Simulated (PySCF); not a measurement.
## Excitation energy of Sr by level of theory

Sr [Kr] 5s2 (1S) → Sr [Kr] 5p2 (3P), as a difference of total energies. All numbers are calculated (PySCF 2.14, the spin-free X2C one-electron Hamiltonian (Gaussian nucleus), in x2c-TZVPPall with one added diffuse shell each of s, p, d, f type (9s7p7d3f1g, 95 functions)). Correlated levels: valence: [Kr] frozen. The calculations carry no spin-orbit coupling.

```tsv
method	excitation energy (eV)
UHF	3.891
MP2 (valence)	4.272
SCS-MP2 (valence)	4.454
CCSD (valence)	4.143
```

Errors of the correlated levels include the incompleteness of this basis and the frozen core.

With two correlated electrons CCSD is exact in that space.

The coupled-cluster amplitudes are large for the upper state (T1 above 0.03 or a double amplitude above 0.15), so a single reference is strained.

**Question.** Which method comes closest to the reference value, and which is furthest?

**Answer.** The reference is 4.405 eV (measured; NIST levels, between the centres of gravity of the two terms). Closest: SCS-MP2 (valence) (error 0.049 eV); furthest: UHF (error -0.514 eV).
